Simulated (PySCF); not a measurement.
CHCl₂, SMILES Cl[CH]Cl (connectivity only; charge and spin as stated), charge +1, multiplicity 1.

Coordinates come from a r2SCAN-D4/def2-TZVP optimisation. The multiplicity is an assumed one; other spin states were not compared. The isomer is the one that the SMILES or the coordinates give; other isomers of the formula were not compared.

Two levels are set side by side: TDA-PBE/def2-SVPD (PySCF) and TDA-ωB97X/def2-SVPD (PySCF). Vertical, same geometry. The lowest singlet is HOMO→LUMO 100 % with PBE and HOMO→LUMO 100 % with the other functional; states are paired by order. Differences are taken from unrounded values.

```tsv
quantity	TDA-ωB97X	TDA-PBE	TDA-PBE minus TDA-ωB97X
lowest singlet excitation (eV)	4.27	3.72	-0.55
lowest triplet excitation (TDA) (eV)	3.92	3.38	-0.54
first bright state (f over 0.05) (eV)	6.12	6.04	-0.08
its oscillator strength	0.30	0.25	-0.04
```

Functionals without exact exchange tend to place singlet excitations lower, as here. Differences between two approximate levels are no errors against the true value.

Rough cost on one machine, each run with all the roots and properties that it gave: TDA-ωB97X against TDA-PBE about 2 times.
